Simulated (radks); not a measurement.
Problem. Spin polarisation of the 3d5 shell in Mn. Start: [Ar] 3d(up 2.5, down 2.5) 4s2; electrons of 3d are moved from spin down to spin up, other shells keep equal spins. Method: scalar-relativistic Kohn-Sham, PBE, spin-polarised, spherical densities, finite nucleus; Fermi nuclear charge, rms radius of each element as measured or else 0.836 A^(1/3) + 0.57 fm; computed with a radial shooting solver on a logarithmic mesh with Libxc functionals. Estimate the energy gained and the exchange splitting at a moment of 5 Bohr magnetons.

Solution. At moment 5 the spin-polarisation energy is -5.525 eV and the 3d exchange splitting 4.375 eV, that is 0.875 eV per Bohr magneton; E = -I m^2/4 would give I = 0.884 eV.
